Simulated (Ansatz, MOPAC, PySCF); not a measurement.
Noncovalent pair: GeH4 (SMILES [GeH4]) (first 5 atoms) with C2H6O (SMILES COC); geometry from B3LYP-D3(BJ)/def2-TZVP, rigid monomers moved along the line of their centres of mass till Ge1···O7 is 5.65 Å.
(charge 0, multiplicity 1):
```xyz
14

Ge     0.275     0.005     0.668
H     -0.190    -1.429     0.947
H     -0.719     1.011     1.266
H      0.320     0.222    -0.858
H      1.678     0.243     1.239
C      0.125     0.858     6.833
O     -0.261    -0.381     6.279
C     -1.606    -0.704     6.560
H      0.034     0.851     7.927
H     -0.486     1.680     6.437
H      1.166     1.026     6.561
H     -1.778    -0.786     7.641
H     -1.814    -1.665     6.091
H     -2.291     0.050     6.152
```

Counterpoise-corrected where a basis set is named; no monomer relaxation. Rows marked so take none.

Rows in 3-21G, 6-31G*, STO-3G carry no dispersion term and start afresh at each structure (6-31G* with six Cartesian d functions); the Pople sets are all-electron and without relativity. MP2/6-31G* freezes PySCF's default core, which leaves 3d correlated. The state reached by AM1, PM3, PM7 isn't checked; PM7 holds dispersion and hydrogen-bond terms.

Run with Ansatz (Gaussian basis) for Hartree–Fock, density functionals and correlated methods; MOPAC for AM1, PM3, PM7 (differences of heats of formation); PySCF for 3-21G rows, 6-31G* rows, STO-3G rows, the dispersion terms. Values without a source in brackets are computed.

Other levels give for the interaction energy: PBE/def2-TZVPPD -0.08; B3LYP/def2-TZVPPD -0.03; B3LYP-D3(BJ)/def2-TZVPPD -0.20; wB97M-V/def2-TZVPPD -0.21 kcal/mol.

### Question
What do these common cheap choices give for the same quantity: AM1, PM3, PM7, HF/STO-3G (no counterpoise), HF/3-21G (no counterpoise), HF/6-31G* (no counterpoise), BP86/6-31G* (no counterpoise), MP2/6-31G*?

### Answer
AM1 0.00; PM3 0.07; PM7 -0.09; HF/STO-3G (no counterpoise) -0.06; HF/3-21G (no counterpoise) -0.15; HF/6-31G* (no counterpoise) -0.12; BP86/6-31G* (no counterpoise) -0.08; MP2/6-31G* -0.12 kcal/mol. They span -0.15 to 0.07 kcal/mol.

Ansatz is a first-principles code.
